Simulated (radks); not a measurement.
The numbers below are computed, except where a source is named.
Effect of the nuclear size on the iron ion Fe3+, [Ar] 3d5. Code: a radial shooting solver on a logarithmic mesh with Libxc functionals. Model: Dirac Kohn-Sham, PBE, spin-unpolarised, spherical densities, finite nucleus; open shells are shared between the two j in proportion to 2j + 1; Fermi nuclear charge, rms radius 3.7377 fm. The rms radius is varied about that value; shifts are against it.

| rms radius (fm) | total energy shift (eV) | density at nucleus (e/bohr^3) | 1s1/2 shift (meV) | 2s1/2 shift (meV) | 3s1/2 shift (meV) |
|---|---|---|---|---|---|
| 3.3378 | -0.0224 | 1.516e+04 | -9.52 | -0.861 | -0.127 |
| 3.4947 | -0.0139 | 1.513e+04 | -5.91 | -0.535 | -0.079 |
| 3.7377 | 0 | 1.509e+04 | 0.000 | 0.000 | 0.000 |
| 3.9582 | 0.0134 | 1.505e+04 | 5.69 | 0.515 | 0.076 |
| 4.1526 | 0.0259 | 1.502e+04 | 11.0 | 0.992 | 0.146 |

Slopes of the eigenvalues against <r^2> in GHz/fm^2, as finite differences over the two radii next to the reference (eigenvalue slopes, not the field-shift constants of lines): 1s1/2 812, 2s1/2 73.5, 3s1/2 10.8.
